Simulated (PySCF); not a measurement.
C2H5N, SMILES N(=C)C. Atoms are numbered in the order given.

```xyz
8

C      0.1335     1.1380     0.0000
N     -0.5318    -0.1378     0.0000
C      0.1804    -1.1734     0.0000
H     -0.1866     1.7067    -0.8771
H     -0.1866     1.7067     0.8771
H      1.2309     1.0642     0.0000
H      1.2800    -1.1488     0.0000
H     -0.2986    -2.1520     0.0000
```

Geometry: PBE0-D3(BJ)/def2-TZVP.

Computed with PBE/pcJ-1 (PySCF).

Isotropic couplings with Fermi-contact, spin-dipole and both spin-orbit terms, one fixed conformer, no vibrational averaging. Isotopes: 13C, 14N, 1H.

| pair | bonds apart | J (Hz) |
|---|---|---|
| C1–N2 | 1 | ___ |
| C1–H4 | 1 | 129.9 |
| C1–H5 | 1 | 129.9 |
| C1–H6 | 1 | 119.7 |
| N2–C3 | 1 | ___ |
| C3–H7 | 1 | 143.7 |
| C3–H8 | 1 | 172.8 |
| C1–C3 | 2 | ___ |
| N2–H4 | 2 | 0.5 |
| N2–H5 | 2 | 0.5 |
| N2–H6 | 2 | -0.3 |
| N2–H7 | 2 | -2.5 |
| N2–H8 | 2 | 8.2 |
| H4–H5 | 2 | ___ |
| H4–H6 | 2 | ___ |
| H5–H6 | 2 | ___ |
| H7–H8 | 2 | ___ |
| C1–H7 | 3 | 16.4 |
| C1–H8 | 3 | 20.7 |
| C3–H4 | 3 | 8.0 |
| C3–H5 | 3 | 8.0 |
| C3–H6 | 3 | 13.3 |
| H4–H7 | 4 | -3.0 |
| H4–H8 | 4 | -3.0 |
| H5–H7 | 4 | -3.0 |
| H5–H8 | 4 | -3.0 |
| H6–H8 | 4 | -1.2 |

Q: What belongs in the gaps? (An estimate is asked for; the answer gives what the named calculation found.)

A: 
- C1–N2, J (Hz): -5.1
- N2–C3, J (Hz): 1.7
- C1–C3, J (Hz): -4.1
- H4–H5, J (Hz): -18.2
- H4–H6, J (Hz): -9.3
- H5–H6, J (Hz): -9.3
- H7–H8, J (Hz): 17.7
